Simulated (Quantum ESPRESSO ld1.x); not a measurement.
Problem. These are the eigenvalues of the occupied orbitals of an atom or ion with whole-number occupations (Ry). Method: scalar-relativistic Kohn-Sham, LDA (Slater exchange, VWN5 correlation), spin-polarised, spherical densities, point nucleus; computed with ld1.x of Quantum ESPRESSO 7.5.

1s up: -6672.69
1s down: -6672.69
2s up: -1209.17
2s down: -1209.11
2p up: -1036.31
2p down: -1036.27
3s up: -301.117
3s down: -301.088
3p up: -251.753
3p down: -251.722
3d up: -202.180
3d down: -202.138
4s up: -78.3975
4s down: -78.3422
4p up: -62.2090
4p down: -62.1531
4d up: -43.7286
4d down: -43.6630
5s up: -23.4032
4f up: -23.3530
4f down: -23.2739
5s down: -23.1058
5p up: -18.6385
5p down: -18.2989
5d up: -13.0599

Which element is it, and in what charge state? The configuration may be excited. Open shells, if any, are filled with parallel spins first.

Solution. Z = 83, bismuth, charge +10: Bi10+ in [Xe] 4f14 5d5. The list shows which subshells hold electrons but not how many an open one holds; the 1s level, -3336.3 hartree, gives Z - s = 81.7 by -(Z - s)^2/2, which with screening and relativity narrows Z to a few neighbours, and the depths of the outer levels then fix element, charge and occupations together.
